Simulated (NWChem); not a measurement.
Molecule: AlClF2; SMILES [F][Al]([F])[Cl]

```xyz
4

Al     0.0000     0.0000     0.4183
F      0.0000    -1.4183     1.2546
F      0.0000     1.4183     1.2546
Cl     0.0000     0.0000    -1.6483
```
Atoms are numbered in this order, from 1.

All runs use the structure optimised with PBE0/def2-SVP.

Symmetry labels are those of C2v in the frame above (b1 and b2, or b-type labels, depend on it).

**Question.** List the 4 lowest vertical singlet excitations and the 4 lowest triplet ones from PBE0/6-31G* (spherical d), full TDDFT (NWChem).

**Answer.** 
| state | energy (eV) | oscillator strength | symmetry | leading excitation (squared amplitude) |
|---|---|---|---|---|
| S1 | 7.03 | 0.022 | b2 | HOMO → LUMO (0.99) |
| S2 | 7.22 | 0.030 | b1 | HOMO−1 → LUMO (0.99) |
| S3 | 7.98 | 0.000 | a2 | HOMO → LUMO+1 (1.00) |
| S4 | 8.35 | 0.002 | a1 | HOMO−1 → LUMO+1 (0.67) |
| T1 | 6.70 | spin-forbidden | b2 | HOMO → LUMO (0.98) |
| T2 | 6.83 | spin-forbidden | b1 | HOMO−1 → LUMO (0.98) |
| T3 | 7.73 | spin-forbidden | a1 | HOMO−1 → LUMO+1 (0.74) |
| T4 | 7.84 | spin-forbidden | a2 | HOMO → LUMO+1 (0.99) |
